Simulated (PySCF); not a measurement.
**Polarisability and C₆ of Fe- (iron, charge -1)**

[Ar] 3d7 4s2, high-spin 4F determinant. Computed with PySCF 2.14 in x2c-TZVPPall with one added diffuse shell each of s, p, d, f type (7s6p5d3f1g, 80 functions), with scalar relativity by spin-free X2C-1e. Coupled (time-dependent) response in atomic units; α is the mean over directions.

| method | mean α (bohr³) | C₆ (like pair) | S(−4) |
| --- | --- | --- | --- |
| wB97X-V | 228.5 | 3853 | 28280 |

S(−4) is the Cauchy moment in α(ω) = α(0) + S(−4) ω² + …

α(iu) at wB97X-V:

| u (hartree) | α(iu) (bohr³) |
| --- | --- |
| 0 | 228.5 |
| 0.0500 | 177.6 |
| 0.100 | 110.3 |
| 0.200 | 47.41 |
| 0.300 | 26.39 |
| 0.500 | 12.69 |
| 0.750 | 7.264 |
| 1.00 | 4.900 |
| 1.50 | 2.786 |
| 2.00 | 1.852 |
| 3.00 | 1.025 |
| 5.00 | 0.4629 |

A single London oscillator, α(iu) = α/(1 + u²/ω²), gives C₆ = (3/4) ω α². Matching the computed C₆ needs ω = 4 × 3853 / (3 × 228.5²) = 0.0984 hartree.

For an ion, C₆ is the dispersion term alone; charge-induced terms of lower order in 1/R come first.
